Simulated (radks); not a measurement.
Task: Ge+, configuration [Ar] 3d8.5 4s1.5 4p3 (fractional occupations, a model configuration). Method: Dirac Kohn-Sham, PBE, spin-unpolarised, spherical densities, point nucleus; open shells are shared between the two j in proportion to 2j + 1; computed with a radial shooting solver on a logarithmic mesh with Libxc functionals. Some entries of the table are withheld. Estimate them.

orbital  occ.  eigenvalue (hartree)  r(max) (bohr)
1s1/2       2             -403.7464        0.03073
2s1/2       2                   (1)         0.1761
2p1/2       2             -45.93168         0.1392
2p3/2       4             -44.76111         0.1422
3s1/2       2              -7.17538         0.5400
3p1/2       2              -5.32947         0.5341
3p3/2       4              -5.16686         0.5422
3d3/2     3.4                   (2)         0.4918
3d5/2     5.1                   (3)         0.4944
4s1/2     1.5              -0.90104          1.605
4p1/2       1              -0.53925          1.860
4p3/2       2              -0.52664          1.888

Result: 
(1) 2s1/2 eigenvalue (hartree): -51.50819
(2) 3d3/2 eigenvalue (hartree): -2.03034
(3) 3d5/2 eigenvalue (hartree): -2.00661
